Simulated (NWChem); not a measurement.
Molecule: NaF; SMILES [F][Na]

All runs: NWChem. Structure relaxed at the PBE0/def2-SVP level. Level PBE/def2-SVP: energy and gradient; each run changes one setting, and changes count from the defaults (medium grid, exact Coulomb integrals, symmetry on).

| setting | size of the energy change (μHa) | largest change of a gradient component (μHa/bohr) |
|---|---|---|
| defaults | < 10 | < 30 |
| extra-fine grid | < 10 | 30 |
| symmetry off | < 10 | other frame |
| tight SCF thresholds and tolerances | < 10 | < 30 |
